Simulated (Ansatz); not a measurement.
```yaml
crystal:
  periodic: [false, false, false]
  atoms:
    - {symbol: Sb, position_ang: [0.430402, 0.669483, 0.803944]}
    - {symbol: H, position_ang: [1.407331, 0.624589, 0.114337]}
    - {symbol: H, position_ang: [-0.064344, 1.365292, 0.066179]}
    - {symbol: Si, position_ang: [-0.281199, -0.486364, -0.107882]}
    - {symbol: H, position_ang: [-0.285490, -0.350087, -0.987833]}
    - {symbol: H, position_ang: [-1.307539, -0.587095, 0.173608]}
    - {symbol: H, position_ang: [0.195288, -1.441780, 0.068830]}
basis:
  gaussian: {orbitals: def2-SVPD, final_grid: {core_spheres: 5, valence_spheres: 4, degree: 11}}
magnetization: {spin_polarized: true, initial_magnetization: 2}
hamiltonian: {xc: {name: PBEsol}, dispersion: d3bjatm}
scf: {omitted_lower_state_checks: [starts]}
```

```sh
$ ansatz run in.yaml --threads 4 --pin off --events-out ev --progress --plain --max-ram 3916MiB
```

Output, abridged:

```
Functional definition: PBEsol
912 factors; their error is unknown
mean field evaluation 1: about -14411.1182 eV, gradient 3.6e1 eV
mean field evaluation 2: about -14385.8262 eV, gradient 6.7e1 eV
mean field evaluation 4: about -14419.8352 eV, gradient 6.3e0 eV
mean field evaluation 8: about -14420.1245 eV, gradient 2.1e-1 eV
mean field evaluation 16: about -14420.1135 eV, gradient 1.4e-2 eV
mean field evaluation 32: about -14420.1135 eV, gradient 8.1e-6 eV
mean field -14420.11354937 eV, -529.9293986352 hartree, gradient 3.3e-6 eV, S^2 2.002828; 0 other end points of the search recorded, 0 dependent functions left out
reference -14420.11361395 eV, -529.9294010086 hartree; 22, 20 occupied and 74, 76 virtual orbitals, 912 factors
Total energy: -14420.17711614 eV, -529.9317346712 hartree
Checks for a lower state left out: starts
```

In this input the geometry is squeezed to about two thirds of its size. Self-consistency was reached. The result belongs to that input, not to the species as meant.

In the def2 sets Sb takes a core potential; there is no spin–orbit coupling.
